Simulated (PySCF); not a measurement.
C2H8BNOS. Atoms are numbered in the order given.

```xyz
14

B      0.0407     0.5465     0.1507
N     -0.7465    -0.5542    -0.2538
C     -2.1808    -0.4370    -0.4198
C     -0.2321    -1.8738    -0.5349
H     -2.4824    -0.6792    -1.4568
H     -2.7176    -1.1344     0.2516
H     -2.5064     0.5853    -0.1923
H     -0.6829    -2.6317     0.1343
H     -0.4557    -2.1782    -1.5754
H      0.8578    -1.9119    -0.4005
O     -0.5786     1.7514     0.3849
H      0.0184     2.4527     0.6600
S      1.8716     0.3076     0.3461
H      2.1512     1.5760     0.7129
```
Charge 0, spin multiplicity 1.

Geometry: r2SCAN-D4/def2-SVP. The values are those of a single conformer.

The numbers are results of r2SCAN-D4/def2-SVP (PySCF), not measurements.

Frequencies are harmonic and unscaled.

A small imaginary wavenumber (i) marks a very flat motion, where grid noise or a shallow saddle decides the sign.

Computed vibrational spectrum:
```
mode  ν (cm⁻¹)  IR (km/mol)         moving atoms (share of kinetic energy)
----  --------  -----------  ---------------------------------------------
1          23i          0.1                  H 56 %, C 18 %, S 15 %, O 9 %
2          122          0.2                 H 63 %, N 13 %, O 12 %, C 10 %
3          157          1.0                                 H 75 %, C 16 %
4          185          0.1                                         H 98 %
5          220          0.5                 S 33 %, C 31 %, H 17 %, O 10 %
6          263         16.1                                 H 50 %, N 35 %
7          335          9.8                         O 37 %, C 30 %, H 21 %
8          384        119.2                                  H 88 %, O 9 %
9          396          5.7                 S 36 %, H 21 %, C 17 %, O 17 %
10         421          2.8         C 35 %, H 26 %, N 14 %, S 10 %, O 10 %
11         558          9.7                                 B 79 %, N 11 %
12         609         12.3  O 32 %, C 24 %, H 14 %, B 11 %, S 10 %, N 9 %
13         810         27.2                                         H 86 %
14         884         52.7                         H 45 %, B 25 %, C 24 %
15        1026        123.8                         H 60 %, C 22 %, N 12 %
16        1083         14.6                                 H 74 %, C 24 %
17        1110          0.0                                 H 80 %, C 20 %
18        1153        169.4                  H 43 %, B 31 %, C 15 %, O 8 %
19        1167          1.7                         H 69 %, C 20 %, N 11 %
20        1250         39.7                         N 49 %, C 25 %, H 14 %
21        1300        226.6                 B 43 %, N 21 %, O 16 %, H 13 %
22        1423          9.6                                 H 85 %, C 13 %
23        1445         82.3                                 H 68 %, C 19 %
24        1450          3.1                                         H 97 %
25        1467         14.1                                         H 97 %
26        1468         34.8                                  H 84 %, B 9 %
27        1477         27.3                                         H 94 %
28        1568        235.9                         H 37 %, N 34 %, B 27 %
29        2704          6.8                                         H 97 %
30        2982         46.3                                         H 97 %
31        2989        120.3                                         H 97 %
32        3044         87.8                                  H 91 %, C 9 %
33        3051          0.2                                 H 90 %, C 10 %
34        3145         14.2                                  H 91 %, C 9 %
35        3173          3.2                                  H 91 %, C 9 %
36        3917         81.1                                         H 94 %
```
